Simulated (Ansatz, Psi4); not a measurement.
Here is a job for Psi4.
```
memory 2 GB

molecule {
-1 2
Be    0.63523935   -0.52375334    0.52873359
Cl    1.12177449    0.35563755   -1.20848181
Cl   -1.27124257   -0.23240147    1.08407390
}

set {
  basis def2-svp
  reference uhf
  scf_type pk
  puream true
  d_convergence 1e-8
}

energy('scf')
print_variables()
```

Q: Write the same job for Ansatz (an electronic-structure program).

A: This is not unique; one that fits is 
Ansatz 0.2 input:
```yaml
crystal:
  periodic: [false, false, false]
  atoms:
    - {symbol: Be, position_ang: [0.63523935, -0.52375334, 0.52873359]}
    - {symbol: Cl, position_ang: [1.12177449, 0.35563755, -1.20848181]}
    - {symbol: Cl, position_ang: [-1.27124257, -0.23240147, 1.08407390]}
basis:
  gaussian:
    orbitals: def2-SVP
hamiltonian:
  xc: hf
total_charge: -1
magnetization: {spin_polarized: true, initial_magnetization: 1}
accuracy: high
```

Both were run: Psi4 gave -933.472763 Eh and Ansatz -933.472763 Eh, 0.000 mEh apart.
